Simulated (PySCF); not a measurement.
Zn(Me)(OMe) (C₂H₆OZn), SMILES C[O][Zn][CH3].

The structure is a stationary point at B3LYP-D3(BJ)/def2-SVP. The structure was generated by enumeration; whether it is a known compound was not checked. The values are those of a single conformer.

Two levels are set side by side: PBE/def2-TZVP (PySCF) and PBE0/def2-TZVP (PySCF). Same geometry, gas phase. Differences are taken from unrounded values.

```
quantity                      PBE0    PBE  PBE minus PBE0
---------------------------  -----  -----  --------------
orbital gap (eV)              6.78   4.51           -2.27
highest occupied level (eV)  -7.10  -5.62            1.48
lowest empty level (eV)      -0.32  -1.11           -0.79
dipole moment (D)             1.62   1.54           -0.08
mean polarisability (bohr³)   53.4   56.9             3.5
```

Without exact exchange PBE keeps part of each electron's self-repulsion, which lifts occupied levels and narrows the gap. PBE's more diffuse valence density responds more strongly to a field. Differences between two approximate levels are no errors against the true value.

Rough cost on one machine, each run with all the roots and properties that it gave: PBE0 against PBE within a factor of 2.
